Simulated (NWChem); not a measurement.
# GeSiH$_{4}$S, singlet; SMILES [SH][Ge][SiH3]

```xyz
7

Ge    -0.8313    -0.1767     0.0000
S      0.9459    -1.5113    -0.0001
H      0.2772    -2.6900     0.0012
Si     0.6110     1.8317     0.0000
H      2.0842     1.5630    -0.0085
H      0.2827     2.6541     1.2107
H      0.2707     2.6645    -1.2003
```
Atoms are numbered in this order, from 1.

Low-valent species are run as closed-shell singlets; no triplet was tried in these runs. Structure relaxed at the PBE0/def2-SVP level.

Problem. List the 4 lowest vertical singlet excitations from PBE0/def2-SVPD, TDA (NWChem).

Solution. 
| state | energy (eV) | oscillator strength | leading excitation (squared amplitude) |
|---|---|---|---|
| S1 | 2.56 | 0.004 | HOMO → LUMO (0.99) |
| S2 | 4.47 | 0.008 | HOMO−2 → LUMO (0.97) |
| S3 | 4.71 | 0.036 | HOMO−1 → LUMO (0.78) |
| S4 | 5.12 | 0.076 | HOMO → LUMO+1 (0.81) |
